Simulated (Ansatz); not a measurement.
Geometry optimisation, RKS PBE0/def2-mTZVP (Ansatz).

Input:

```yaml
crystal:
  periodic: [false, false, false]
  atoms:
    - { symbol: Ge, position_ang: [0.461203, -0.004809, -0.242374] }
    - { symbol: H, position_ang: [0.248903, -0.246993, 1.269691] }
    - { symbol: H, position_ang: [1.975523, -0.045168, -0.531331] }
    - { symbol: H, position_ang: [-0.092394, 1.359675, -0.658699] }
    - { symbol: H, position_ang: [-0.21804, -1.137109, -1.024309] }
    - { symbol: "N", position_ang: [-2.331938, -0.044597, 1.128362] }
    - { symbol: H, position_ang: [-3.074144, -0.690044, 0.873936] }
    - { symbol: C, position_ang: [-2.815102, 0.973097, 2.046786] }
    - { symbol: H, position_ang: [-3.320934, 0.588921, 2.94295] }
    - { symbol: H, position_ang: [-1.967485, 1.583401, 2.375273] }
    - { symbol: H, position_ang: [-3.510191, 1.643426, 1.534514] }
    - { symbol: H, position_ang: [-1.567401, -0.582299, 1.574802] }
basis:
  gaussian: { orbitals: def2-mTZVP }
hamiltonian:
  xc: pbe0
relax:
  f_tol: 0.03
  max_steps: 50
output:
  orbitals: {}
```

Command:

```bash
$ ansatz run input.yaml --threads 2 --pin off --max-ram 3072MiB --backend cpu --events-out ev --progress --plain --runs-dir out
```

Where does it end, and by what steps?

The forces met the threshold. The force dipped under the threshold on the way, but the program's further checks kept it going. After 13 steps the energy has fallen by 0.150 eV; H12 moved furthest, 0.88 Å.

```json
{"step": "0", "energy less start (eV)": "0.0000", "largest force component (eV/Å)": "0.997", "accepted": "yes"}
{"step": "1", "energy less start (eV)": "-0.0856", "largest force component (eV/Å)": "0.327", "accepted": "yes"}
{"step": "2", "energy less start (eV)": "-0.1141", "largest force component (eV/Å)": "0.190", "accepted": "yes"}
{"step": "3", "energy less start (eV)": "-0.1238", "largest force component (eV/Å)": "0.296", "accepted": "yes"}
{"step": "4", "energy less start (eV)": "-0.1290", "largest force component (eV/Å)": "0.196", "accepted": "yes"}
{"step": "5", "energy less start (eV)": "-0.1354", "largest force component (eV/Å)": "0.215", "accepted": "yes"}
{"step": "6", "energy less start (eV)": "-0.1393", "largest force component (eV/Å)": "0.227", "accepted": "yes"}
{"step": "7", "energy less start (eV)": "-0.1437", "largest force component (eV/Å)": "0.119", "accepted": "yes"}
{"step": "8", "energy less start (eV)": "-0.1468", "largest force component (eV/Å)": "0.072", "accepted": "yes"}
{"step": "9", "energy less start (eV)": "-0.1483", "largest force component (eV/Å)": "0.109", "accepted": "yes"}
{"step": "10", "energy less start (eV)": "-0.1494", "largest force component (eV/Å)": "0.056", "accepted": "yes"}
{"step": "11", "energy less start (eV)": "-0.1500", "largest force component (eV/Å)": "0.004", "accepted": "yes"}
{"step": "12", "energy less start (eV)": "-0.1501", "largest force component (eV/Å)": "0.012", "accepted": "yes"}
{"step": "13", "energy less start (eV)": "-0.1502", "largest force component (eV/Å)": "0.019", "accepted": "yes"}
```

```xyz
12
Properties=species:S:1:pos:R:3
Ge 0.426 0.082 -0.209
H 0.736 -0.074 1.286
H 1.771 0.299 -0.946
H -0.448 1.316 -0.469
H -0.218 -1.188 -0.781
N -2.301 -0.289 1.319
H -3.033 -0.587 0.682
C -2.678 0.954 1.975
H -3.618 0.917 2.545
H -1.882 1.256 2.660
H -2.770 1.745 1.226
H -2.197 -1.031 2.003
```

Run time: 38 s on 2 threads of Arm Neoverse V1, with other jobs on the host, peak memory 0.21 GiB.
